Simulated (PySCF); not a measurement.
Compound: C7H8.
Z-matrix (Å and degrees, PBE0-D3(BJ)/def2-TZVP geometry), rows numbered from 1:
```
C 
C   1  1.4984
C   2  1.3923  1  120.73
C   3  1.3864  2  120.98  1   178.62
C   4  1.3870  3  120.16  2     0.04
C   5  1.3867  4  119.45  3     0.13
C   6  1.3867  5  120.16  4    -0.08
H   1  1.0945  2  110.88  3   -84.63
H   1  1.0918  2  111.39  3    34.82
H   1  1.0912  2  111.36  3   155.76
H   3  1.0854  2  119.35  1    -1.56
H   4  1.0842  3  119.75  2   179.83
H   5  1.0838  4  120.28  3   179.91
H   6  1.0842  5  120.07  4   179.66
H   7  1.0854  2  119.30  1     1.57
```

The closed-shell ground state was solved at several levels (PySCF, density fitting, gas phase, non-relativistic). Isolated species at its PBE0-D3(BJ)/def2-TZVP geometry, gas phase.

```json
{"level": "PBE0/pcSseg-2", "basis functions": "364", "total energy (Eh)": "-271.3284", "HOMO (eV)": "-6.97", "LUMO (eV)": "-0.20", "gap (eV)": "6.77", "dipole (D)": "0.41"}
{"level": "wB97X-D/pcSseg-2", "basis functions": "364", "total energy (Eh)": "-271.5629", "HOMO (eV)": "-8.71", "LUMO (eV)": "1.55", "gap (eV)": "10.26", "dipole (D)": "0.41"}
{"level": "B97-2/pcSseg-2", "basis functions": "364", "total energy (Eh)": "-271.5622", "HOMO (eV)": "-6.72", "LUMO (eV)": "-0.22", "gap (eV)": "6.50", "dipole (D)": "0.40"}
```

**Question.** Estimate the row for KT3/pcSseg-2, a basis of 364 functions; the other rows only guide the guess.

**Answer.** Total energy -276.1731 Eh, HOMO -5.99 eV, LUMO -1.03 eV, gap 4.96 eV, dipole 0.38 D.

**Question.** Over all these levels, which gives the widest orbital gap and which the narrowest?

**Answer.** wB97X-D/pcSseg-2 (range-separated hybrid) has the widest, 10.26 eV, and KT3/pcSseg-2 (GGA) the narrowest, 4.96 eV. From the narrowest to the widest the HOMO moves by -2.72 eV and the LUMO by +2.58 eV.

**Question.** In the pcSseg-2 basis, how does the gap go with the fixed share of exact exchange?

**Answer.** KT3 (0 %) 4.96 eV; B97-2 (21 %) 6.50 eV; PBE0 (25 %) 6.77 eV. Each rise in the share widens the gap here.

**Question.** How far do the dipole and the HOMO energy spread over the levels?

**Answer.** The dipole runs from 0.38 to 0.41 D (mean 0.40 D) and the HOMO from -8.71 to -5.99 eV.

The pairwise dispersion term of wB97X-D wasn't added to the energies; at a given geometry it leaves orbitals and properties as they are.
